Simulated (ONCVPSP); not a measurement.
# Before and after: ONCV potential for Ti (Z = 22)

ONCVPSP 4.0.1 input, shortened (lines: element, Z, core and valence counts, functional; n l f; lmax; l rc ep ncon nbas qcut; lloc lpopt rc5 dvloc0; l nproj debl; icmod fcfact rcfact), PBE, scalar-relativistic:

```
  Ti 22.00    5    2        4      upf
    1    0    2.00
    2    0    2.00
    2    1    6.00
    3    0    2.00
    3    1    6.00
    3    2    2.00
    4    0    1.00
    2
    0    2.65    0.00    4    8    2.00
    1    2.10    0.13    4    7    3.70
    2    1.70    0.00    4    8    9.70
    4    5    1.30    3.00
    0    2    1.90
    1    2    0.60
    2    2    3.30
    2    0.65    0.60
```

All-electron outer shells of the reference configuration (PBE, scalar-relativistic, ld1.x):

```
shell  level (eV)  outermost node (bohr)  outermost maximum (bohr)
   3p      -46.15                   0.37                      0.90
   3d      -11.37                      –                      0.98
   4s      -10.35                   1.24                      2.74
```

Change: core correction Teter function, fcfact 2, rcfact 1.2.

Cutoffs: the cutoffs (Ha) at which the residual kinetic energy of the hardest occupied pseudo-wave falls to 1 and 0.1 mHa per electron; they do not see the model core or the augmentation charge, which bear on the density cutoff. Errors are all-electron minus pseudo energies relative to the spin-unpolarised reference configuration.

Problem. Predict the effect on cutoff, ghosts and configuration errors.

Solution. The potential gets neither clearly harder nor softer (33 Ha and 38 Ha → 33 Ha and 38 Ha); both files keep a bound ghost (p); of the 4 tests that both files solve, the error grows in 3 and shrinks in 1 by more than 15 % and 0.3 meV (median size 3.0 → 69.6 meV). A model core, the more so a compact one, raises the density cutoff, which this test does not measure.

| quantity | base | changed |
| --- | --- | --- |
| cutoff, loose | 33 Ha | 33 Ha |
| cutoff, tight | 38 Ha | 38 Ha |
| bound ghosts | p | p |
| GHOST(+) flags under 300 eV | s at 22.3 eV | s at 22.3 eV |
| error for 3d2 4s2, meV [ΔE -7.35 eV] | +2.4 | +21 |
| error for 3d2 4s0, meV [ΔE 13.57 eV] | -3.4 | +119 |
| error for 3d1 4s0, meV [ΔE 40.52 eV] | -318 | +176 |
| error for 3d2 4s0 4p2, meV [ΔE -1.06 eV] | +2.6 | +14 |
| s: phases at 2.69 bohr within 0.05 rad from the reference energy up to (Ha; the scan ends near 5) | 0.8 | 0.8 |
| p: phases at 2.13 bohr within 0.05 rad from the reference energy up to (Ha; the scan ends near 5) | 4.4 | 4.4 |
| d: phases at 1.73 bohr within 0.05 rad from the reference energy up to (Ha; the scan ends near 5) | to the end of the scan | to the end of the scan |
| rms error of d²Exc/dni dnj with the model core, mHa | 8.47 | 21.53 |

 A true bound ghost makes a file unfit for plane-wave use even where its test errors are small: the radial tests pick states by their node count and pass the ghost by.
